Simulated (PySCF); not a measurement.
C₄H₉, charge +1, singlet, at a GFN2-xTB geometry; BLYP-D4/6-31G (PySCF).

Here is a job for PySCF.
```python
from pyscf import gto, scf, dft

mol = gto.Mole()
mol.atom = '''
    C    -0.39303445    1.37528354    0.22505520
    C    -0.00000000    0.00000000    0.00000000
    C     1.35975962   -0.41783344    0.27018461
    C    -0.96672517   -0.95745010   -0.49523981
    H     0.25720952    2.04590390   -0.34783633
    H    -0.18246562    1.65665671    1.26295861
    H    -1.43391399    1.58209568   -0.00908249
    H     1.79740100   -0.86304328   -0.63037733
    H     1.35772586   -1.25229047    0.98041762
    H     2.00243572    0.37766646    0.63783836
    H    -1.39509781   -0.59898984   -1.43797876
    H    -0.56852173   -1.95976214   -0.62875587
    H    -1.83477295   -0.98823703    0.17281619
'''
mol.basis = '6-31g'
mol.charge = 1
mol.verbose = 4
mol.build()

mf = dft.RKS(mol)
mf.xc = 'blyp'
mf.disp = 'd4'
mf.kernel()
```

The log (banner, timings and long lists left out):

```
PySCF version 2.14.0

[INPUT] verbose = 4
[INPUT] num. atoms = 13
[INPUT] num. electrons = 32
[INPUT] charge = 1
[INPUT] spin (= nelec alpha-beta = 2S) = 0
[INPUT] symmetry False subgroup None
[INPUT] Mole.unit = angstrom
[INPUT] Symbol           X                Y                Z      unit          X                Y                Z       unit  Magmom
[INPUT]  1 C     -0.393034450000   1.375283540000   0.225055200000 AA   -0.742727468019   2.598909234222   0.425292690909 Bohr   0.0
[INPUT]  2 C      0.000000000000   0.000000000000   0.000000000000 AA    0.000000000000   0.000000000000   0.000000000000 Bohr   0.0
[INPUT]  3 C      1.359759620000  -0.417833440000   0.270184610000 AA    2.569573277043  -0.789590767285   0.510574915972 Bohr   0.0
[INPUT]  4 C     -0.966725170000  -0.957450100000  -0.495239810000 AA   -1.826845809024  -1.809318466937  -0.935867606882 Bohr   0.0
[INPUT]  5 H      0.257209520000   2.045903900000  -0.347836330000 AA    0.486055549431   3.866198048180  -0.657315399874 Bohr   0.0
[INPUT]  6 H     -0.182465620000   1.656656710000   1.262958610000 AA   -0.344810048949   3.130627464323   2.386645879561 Bohr   0.0
[INPUT]  7 H     -1.433913990000   1.582095680000  -0.009082490000 AA   -2.709704727282   2.989727538058  -0.017163418629 Bohr   0.0
[INPUT]  8 H      1.797401000000  -0.863043280000  -0.630377330000 AA    3.396595626019  -1.630915432846  -1.191240508835 Bohr   0.0
[INPUT]  9 H      1.357725860000  -1.252290470000   0.980417620000 AA    2.565730027640  -2.366486016703   1.852720789498 Bohr   0.0
[INPUT] 10 H      2.002435720000   0.377666460000   0.637838360000 AA    3.784055092846   0.713686175834   1.205339812142 Bohr   0.0
[INPUT] 11 H     -1.395097810000  -0.598989840000  -1.437978760000 AA   -2.636352777881  -1.131926748997  -2.717386029342 Bohr   0.0
[INPUT] 12 H     -0.568521730000  -1.959762140000  -0.628755870000 AA   -1.074350365564  -3.703413713892  -1.188176393513 Bohr   0.0
[INPUT] 13 H     -1.834772950000  -0.988237030000   0.172816190000 AA   -3.467218376260  -1.867497332854   0.326575268991 Bohr   0.0

nuclear repulsion = 128.055254573659
number of shells = 38
number of NR pGTOs = 124
number of NR cGTOs = 54
basis = 6-31g
ecp = {}

******** <class 'pyscf.dft.rks.RKS'> ********
method = RKS
initial guess = minao
damping factor = 0
level_shift factor = 0
DIIS = <class 'pyscf.scf.diis.CDIIS'>
diis_start_cycle = 1
diis_space = 8
diis_damp = 0
SCF conv_tol = 1e-09
SCF conv_tol_grad = None
SCF max_cycles = 50
direct_scf = True
direct_scf_tol = 1e-13
XC library pyscf.dft.libxc version 7.1.2
    S. Lehtola, C. Steigemann, M. J. T. Oliveira, and M. A. L. Marques,  SoftwareX 7, 1–5 (2018)
XC functionals = blyp
    A. D. Becke,  Phys. Rev. A 38, 3098 (1988)
    C. Lee, W. Yang, and R. G. Parr,  Phys. Rev. B 37, 785 (1988)
    B. Miehlich, A. Savin, H. Stoll, and H. Preuss,  Chem. Phys. Lett. 157, 200 (1989)
radial grids:
    Treutler-Ahlrichs [JCP 102, 346 (1995); DOI:10.1063/1.469408] (M4) radial grids

becke partition: Becke, JCP 88, 2547 (1988); DOI:10.1063/1.454033
pruning grids: <function nwchem_prune>
grids dens level: 3
symmetrized grids: False
atomic radii adjust function: <function treutler_atomic_radii_adjust>
small_rho_cutoff = 0
Set gradient conv threshold to 3.16228e-05
Initial guess from minao.
tot grids = 144744
Calc dispersion correction with DFTD4.
Parameters: xc=blyp, atm=True
init E= -157.794885930564
  HOMO = -0.396545364480415  LUMO = -0.155698346294294  gap/eV = 6.55378
cycle= 1 E= -157.36326413696  delta_E= 0.432  |g|= 0.504  |ddm|= 2.99
  HOMO = -0.495000608940938  LUMO = -0.361813120814366  gap/eV = 3.62422
cycle= 2 E= -157.282556301016  delta_E= 0.0807  |g|= 0.749  |ddm|= 1.02
  HOMO = -0.529735838098024  LUMO = -0.333003749008611  gap/eV = 5.35335
cycle= 3 E= -157.427329680913  delta_E= -0.145  |g|= 0.0887  |ddm|= 0.601
  HOMO = -0.541114164153678  LUMO = -0.348901066648033  gap/eV = 5.23038
cycle= 4 E= -157.429404389282  delta_E= -0.00207  |g|= 0.0257  |ddm|= 0.115
  HOMO = -0.537958610144009  LUMO = -0.344423597395763  gap/eV = 5.26636
cycle= 5 E= -157.429616063739  delta_E= -0.000212  |g|= 0.00114  |ddm|= 0.0403
  HOMO = -0.537857279350981  LUMO = -0.344504954121618  gap/eV = 5.26138
cycle= 6 E= -157.429616568262  delta_E= -5.05e-07  |g|= 0.00012  |ddm|= 0.00268
  HOMO = -0.537876990214637  LUMO = -0.344520847744668  gap/eV = 5.26149
cycle= 7 E= -157.429616573686  delta_E= -5.42e-09  |g|= 2.17e-05  |ddm|= 0.000254
  HOMO = -0.53787813234662  LUMO = -0.344522091810637  gap/eV = 5.26149
cycle= 8 E= -157.429616573848  delta_E= -1.62e-10  |g|= 1.62e-06  |ddm|= 3.38e-05
  HOMO = -0.537877849531367  LUMO = -0.344521468629862  gap/eV = 5.26150
Extra cycle  E= -157.429616573846  delta_E= 1.99e-12  |g|= 2.82e-06  |ddm|= 4.41e-06
converged SCF energy = -157.429616573846
```
